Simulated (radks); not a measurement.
Task: The boron ion B2+, [He] 2s1. All-electron calculation, non-relativistic Kohn-Sham, exchange-only LDA, spin-polarised, spherical densities, point nucleus. Program: a radial shooting solver on a logarithmic mesh with Libxc functionals. Every spin shell is full or empty, so the densities are truly spherical. Functionals are evaluated on that one density, not self-consistently. Rank these exchange functionals by their error against the exact value of the orbitals, and give that value: LDA, B88, revPBE, RPBE, PW91, OPTX, WC, G96, TPSS, r2SCAN, TASK, MVS.

Result: Exact: -3.19154 hartree. From best to worst, with 100 (|E| - |E exact|)/|E exact| (equal figures are ties): revPBE +0.08, G96 -0.08, r2SCAN -0.10, OPTX -0.12, MVS -0.18, B88 -0.27, RPBE +0.37, TPSS +0.38, PW91 -0.93, TASK -1.39, WC -3.29, LDA -13.35.
